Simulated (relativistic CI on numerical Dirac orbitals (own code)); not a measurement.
## Radial parameters of Tl XXIV

Computed by Dirac-Coulomb-Breit CI, orbitals from a KLI potential per configuration, QED by a radiative potential, unscaled Slater integrals (own radial code, finite nucleus).

Slater integrals F^k, G^k are unscaled and averaged over j, outside the closed core [Ar] 3d10; ζ comes from projecting the Hamiltonian with its Breit term on Σ l·s of the shell.

- 4s²4p⁶4d¹⁰4f¹²: F^2(4f,4f) = 239900, F^4(4f,4f) = 154860, F^6(4f,4f) = 112740, ζ(4f) = 11110 cm⁻¹; <r>(4f) = 0.4273, <r^2>(4f) = 0.2127 (bohr units).
- 4s²4p⁶4d¹⁰4f¹¹5s: F^2(4f,4f) = 242610, F^4(4f,4f) = 156730, F^6(4f,4f) = 114140, ζ(4f) = 11382, G^3(4f,5s) = 37752 cm⁻¹; <r>(4f) = 0.4234, <r^2>(4f) = 0.2086, <r>(5s) = 0.7586, <r^2>(5s) = 0.6407 (bohr units).
- 4s²4p⁶4d¹⁰4f¹⁰5s²: F^2(4f,4f) = 245510, F^4(4f,4f) = 158730, F^6(4f,4f) = 115650, ζ(4f) = 11658 cm⁻¹; <r>(4f) = 0.4192, <r^2>(4f) = 0.2043 (bohr units).

Averages of the first 10 configurations, taken without configuration mixing, which lowers the lowest level and can move excited configurations by several eV; other configurations of the list can lie among them:

```tsv
Configuration	Parity	States	Average energy above the lowest level (eV)
4s²4p⁶4d¹⁰4f¹²	even	91	6.9
4s²4p⁶4d¹⁰4f¹¹5s	odd	728	68.9
4s²4p⁶4d¹⁰4f¹⁰5s²	even	1001	140.3
4s²4p⁶4d¹⁰4f¹¹5p	even	2184	139.5
4s²4p⁶4d¹⁰4f¹⁰5s5p	odd	12012	208.1
4s²4p⁶4d⁹4f¹³	odd	140	285.4
4s²4p⁶4d⁸4f¹⁴	even	45	566.0
4s²4p⁵4d¹⁰4f¹³	even	84	542.9
4s²4p⁶4d¹⁰4f¹¹5f	even	5096	326.4
4s²4p⁶4d⁹4f¹²5s	even	1820	346.1
```
